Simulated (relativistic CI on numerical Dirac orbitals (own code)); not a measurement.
# Slater and spin-orbit integrals, Pt⁶⁴⁺

Calculated at this level of theory: Dirac-Coulomb-Breit CI, orbitals from a KLI potential per configuration, model QED, unscaled Slater integrals (own radial code, finite nucleus).

Slater integrals F^k, G^k are unscaled and averaged over j, outside the closed core [Ne]; ζ comes from projecting the Hamiltonian with its Breit term on Σ l·s of the shell.

- 3s2 3p2: F^2(3p,3p) = 574390, ζ(3p) = 2.5e+06 cm⁻¹; <r>(3p) = 0.1692, <r^2>(3p) = 0.03324 (bohr units).
- 3s2 3p 3d: ζ(3p) = 2.4985e+06, F^2(3p,3d) = 580930, G^1(3p,3d) = 598480, G^3(3p,3d) = 405410, ζ(3d) = 335470 cm⁻¹; <r>(3p) = 0.1693, <r^2>(3p) = 0.03328, <r>(3d) = 0.1502, <r^2>(3d) = 0.026 (bohr units).
- 3s 3p3: F^2(3p,3p) = 574240, G^1(3s,3p) = 731600, ζ(3p) = 2.4998e+06 cm⁻¹; <r>(3s) = 0.1721, <r^2>(3s) = 0.03391, <r>(3p) = 0.1693, <r^2>(3p) = 0.03326 (bohr units).

Averages of the first 10 configurations, taken without configuration mixing, which lowers the lowest level and can move excited configurations by several eV; other configurations of the list can lie among them:

```csv
Configuration,Parity,States,Average energy above the lowest level (eV)
3s2 3p2,even,15,618.9
3s2 3p 3d,odd,60,1081.3
3s 3p3,odd,40,1120.9
3s2 3d2,even,45,1553.5
3p4,even,15,1648.2
3s 3p2 3d,even,300,1572.5
3p2 3d2,even,675,2539.3
3s 3p 3d2,odd,540,2033.8
3p3 3d,odd,200,2088.9
3s2 3d 4s,even,20,4158.8
```
